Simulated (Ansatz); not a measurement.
ZrClF3⁺, relaxed as a doublet with UKS PBE-D4/def2-SVP in Ansatz, starting from the PBE-D4/def2-SVP geometry of the neutral singlet. Force threshold 0.02 eV/Å.

In the def2 sets Zr takes a core potential; there is no spin–orbit coupling.

Start:

```xyz
5

Zr   -0.060    0.049   -0.027
Cl    1.659   -1.364    0.744
F    -1.040    0.742    1.449
F    -1.243   -0.925   -1.154
F     0.684    1.497   -1.012
```

```tsv
step	energy (eV)	largest force component (eV/Å)	SCF passes
1	-21928.3136	3.051	80
2	-21928.6205	1.123	72
3 (rejected)	-21928.5656	1.451	102
4	-21928.6656	0.338	64
5	-21928.6782	0.053	59
6	-21928.6816	0.049	51
7	-21928.6832	0.048	52
8	-21928.6876	0.099	55
9	-21928.6931	0.280	45
10	-21928.7017	0.175	38
11	-21928.7030	0.156	38
12	-21928.7059	0.062	38
13	-21928.7060	0.004	34
```

Force components are those of the run's own axes.

End:

```xyz
5

Zr   -0.109    0.104   -0.286
Cl    1.516   -1.276    1.176
F    -0.594    0.382    1.546
F    -1.377   -0.825   -1.290
F     0.565    1.615   -1.146
```

By distances, no bond broke or formed. The bond that changes most is Zr1–Cl2, from 2.35 to 2.58 Å (atoms count from 1).

No frequencies were taken in this run, so the end may be a saddle point.

Hardware: 4 threads of Arm Neoverse V1 on a shared host. Wall time 44 s.
